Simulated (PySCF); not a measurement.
Assigning NMR signals

Geometry (Å), atoms numbered from 1 in this order:
```xyz
21

N    -3.252    0.487   -0.054
Si   -1.620    0.688    0.505
Si   -0.437    1.691   -1.231
Si    1.861    1.567   -0.897
Si    2.670   -0.540   -0.322
Si    1.458   -1.532    1.399
Si   -0.824   -1.430    1.034
O    -0.885   -2.337   -0.336
H    -3.912   -0.007    0.528
H    -3.718    1.271   -0.483
H    -1.558    1.555    1.711
H    -0.885    3.070   -1.500
H    -0.760    1.019   -2.503
H     2.588    2.133   -2.043
H     2.208    2.502    0.189
H     2.628   -1.394   -1.522
H     4.111   -0.478   -0.024
H     1.938   -2.888    1.708
H     1.746   -0.794    2.645
H    -1.671   -2.128    2.030
H    -1.692   -2.439   -0.832
```

Method: GFN2-xTB geometry, PBE0/pcSseg-1 with gauge-including orbitals, in PySCF (one computed conformer, fast rotation and ring inversion assumed for equivalent nuclei, in vacuum, relativity neglected).

Scale: $^{1}$H (31.72 ppm) vs TMS (reference shieldings calculated alike).

Q: Assign these signals to the numbered atoms. $^{1}$H NMR (400 MHz, computed): δ 6.38 (m, 1H), 5.21 (m, 1H), 3.78 (m, 1H), 3.77 (m, 1H), 3.77 (m, 1H), 3.75 (m, 1H), 3.70 (m, 1H), 3.68 (m, 1H), 3.44 (m, 1H), 3.17 (m, 1H), 0.63 (br s, 1H), -0.17 (br s, 2H).

A: 
| δ (ppm) | atoms | environment | reason |
| --- | --- | --- | --- |
| 6.38 | H20 | hydrogen on a silicon bonded to O, 2 Si, in a 6-membered ring | – |
| 5.21 | H11 | hydrogen on a silicon bonded to N, 2 Si, in a 6-membered ring | – |
| 3.78 | H12 | hydrogen on a silicon bonded to 2 Si, in a 6-membered ring | – |
| 3.77 | H18 | hydrogen on a silicon bonded to 2 Si, in a 6-membered ring | – |
| 3.77 | H16 | hydrogen on a silicon bonded to 2 Si, in a 6-membered ring | – |
| 3.75 | H17 | hydrogen on a silicon bonded to 2 Si, in a 6-membered ring | – |
| 3.70 | H13 | hydrogen on a silicon bonded to 2 Si, in a 6-membered ring | – |
| 3.68 | H14 | hydrogen on a silicon bonded to 2 Si, in a 6-membered ring | – |
| 3.44 | H15 | hydrogen on a silicon bonded to 2 Si, in a 6-membered ring | – |
| 3.17 | H19 | hydrogen on a silicon bonded to 2 Si, in a 6-membered ring | – |
| 0.63 | H21 | hydrogen on an oxygen bonded to Si | exchangeable, gas-phase position |
| -0.17 | H9/H10 | hydrogen on a nitrogen bonded to Si | exchangeable, gas-phase position |

H12 and H18; H18 and H16; H16 and H17; H17 and H13; H13 and H14 lie closer than the usual error of such a calculation, so a measured spectrum could show them in the other order.

OH/NH shifts are gas-phase values; hydrogen bonding in solution moves them, usually downfield. Multiplicities follow the n + 1 count of equivalent neighbours, as no J values were calculated; m marks all less simple cases, F and P coupling included.
